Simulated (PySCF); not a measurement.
**First hyperpolarisability: `C=C[SiH2]C[SeH]`, C3H8SeSi**

Molfile (atoms numbered from 1):
```
C3H8SeSi
     RDKit          3D

 13 12  0  0  0  0  0  0  0  0999 V2000
   -1.3881    1.1204    0.7990 C   0  0  0  0  0  0  0  0  0  0  0  0
   -1.0835    0.8755   -0.4667 C   0  0  0  0  0  0  0  0  0  0  0  0
    0.0876   -0.4649   -1.0865 Si  0  0  0  0  0  4  0  0  0  0  0  0
    0.9842   -1.2763    0.3911 C   0  0  0  0  0  0  0  0  0  0  0  0
    2.2840   -0.0847    1.2676 Se  0  0  0  0  0  2  0  0  0  0  0  0
   -0.9646    0.5474    1.6102 H   0  0  0  0  0  0  0  0  0  0  0  0
   -2.0728    1.9020    1.0926 H   0  0  0  0  0  0  0  0  0  0  0  0
   -1.5494    1.4868   -1.2308 H   0  0  0  0  0  0  0  0  0  0  0  0
    1.0854    0.1226   -1.9841 H   0  0  0  0  0  0  0  0  0  0  0  0
   -0.6750   -1.5260   -1.7581 H   0  0  0  0  0  0  0  0  0  0  0  0
    0.2992   -1.6370    1.1578 H   0  0  0  0  0  0  0  0  0  0  0  0
    1.5830   -2.1239    0.0584 H   0  0  0  0  0  0  0  0  0  0  0  0
    1.4055    1.0585    1.3746 H   0  0  0  0  0  0  0  0  0  0  0  0
  1  2  2  0
  2  3  1  0
  3  4  1  0
  4  5  1  0
  1  6  1  0
  1  7  1  0
  2  8  1  0
  3  9  1  0
  3 10  1  0
  4 11  1  0
  4 12  1  0
  5 13  1  0
M  END
```

Level of theory: quadratic response B3LYP/def2-SVPD first hyperpolarisability, Taylor convention, gas phase in PySCF. Geometry: GFN2-xTB.

The calculation is non-relativistic, which matters for the atoms heavier than Zn.

Give β for the processes computed.

In au, Taylor convention; the vector part is βᵢ = ⅓ Σⱼ (βᵢⱼⱼ + βⱼᵢⱼ + βⱼⱼᵢ); β∥ is 3/5 of the vector part along the dipole, the dipole points from − to +:
```tsv
process	λ (nm)	β vector norm	β∥	β HRS	depolarisation ratio
static β(0;0,0)	∞	193.8	115.6	76.4	6.00
second harmonic β(−2ω;ω,ω)	1550	208.4	124.1	82.7	5.80
Pockels β(−ω;ω,0)	1550	198.5	118.4	–	–
second harmonic β(−2ω;ω,ω)	1064	227.2	134.8	91.0	5.58
Pockels β(−ω;ω,0)	1064	204.0	121.5	–	–
second harmonic β(−2ω;ω,ω)	694.3	291.3	169.4	120.5	4.98
Pockels β(−ω;ω,0)	694.3	219.2	130.2	–	–
```

Which lowest excitations, dipole and polarisabilities go with it?

S1 4.63 eV (f = 0.002); S2 4.69 eV (f = 0.001); S3 5.30 eV (f = 0.041); dipole 1.40 D; isotropic α 91.7 au static, 92.2 au at 1550 nm, 92.7 au at 1064 nm, 93.7 au at 775 nm, 94.2 au at 694.3 nm, 96.1 au at 532 nm, 103.4 au at 347.1 nm.
